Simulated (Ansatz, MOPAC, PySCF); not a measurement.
Pair of molecules: NH3 (SMILES N) (first 4 atoms) with C2H6O (SMILES COC); geometry from B3LYP-D3(BJ)/def2-TZVP, rigid monomers moved along the line of their centres of mass till H4···O6 is 1.97 Å.
(charge 0, multiplicity 1):
```xyz
13

N      0.498    -0.020     0.167
H     -0.037     0.569    -0.460
H      0.691    -0.883    -0.329
H     -0.099    -0.248     0.958
C     -0.310     1.161     3.096
O     -0.435    -0.235     2.902
C      0.731    -0.934     3.293
H      0.510     1.570     2.495
H     -0.132     1.398     4.152
H     -1.248     1.617     2.783
H      1.597    -0.618     2.700
H      0.546    -1.994     3.123
H      0.949    -0.775     4.356
```

Interaction energies are E(AB) − E(A) − E(B) at the monomers' geometry in the complex; basis-set methods are counterpoise corrected. Rows marked so take none.

Cores are frozen in the correlated methods. Rows in 6-311+G**, 6-31G*, STO-3G carry no dispersion term and start afresh at each structure (6-31G* with six Cartesian d functions). MP2/6-31G* freezes PySCF's default core. The state that AM1, PM7 reach isn't checked; PM7 holds dispersion and hydrogen-bond terms.

Codes used: Ansatz (an electronic-structure program) with Gaussian orbitals; MOPAC for AM1, PM7 (differences of heats of formation); PySCF for 6-311+G** rows, 6-31G* rows, STO-3G rows, the dispersion terms. 

Other levels give for the interaction energy: PBE/def2-TZVPPD -1.44; B3LYP/def2-TZVPPD -0.56; B3LYP-D3(BJ)/def2-TZVPPD -2.69; wB97M-V/def2-TZVPPD -2.77; CCSD(T)/aug-cc-pVDZ -2.01 kcal/mol.

Common cheap choices:

```json
[
 {"level": "AM1", "interaction energy (kcal/mol)": "-0.96"},
 {"level": "PM7", "interaction energy (kcal/mol)": "-4.09"},
 {"level": "HF/STO-3G (no counterpoise)", "interaction energy (kcal/mol)": "-1.56"},
 {"level": "HF/6-31G* (no counterpoise)", "interaction energy (kcal/mol)": "-1.16"},
 {"level": "B3LYP/6-31G*", "interaction energy (kcal/mol)": "-0.84"},
 {"level": "B3LYP/6-311+G** (no counterpoise)", "interaction energy (kcal/mol)": "-1.35"},
 {"level": "M06-2X/6-31G* (no counterpoise)", "interaction energy (kcal/mol)": "-5.47"},
 {"level": "MP2/6-31G*", "interaction energy (kcal/mol)": "-1.03"}
]
```
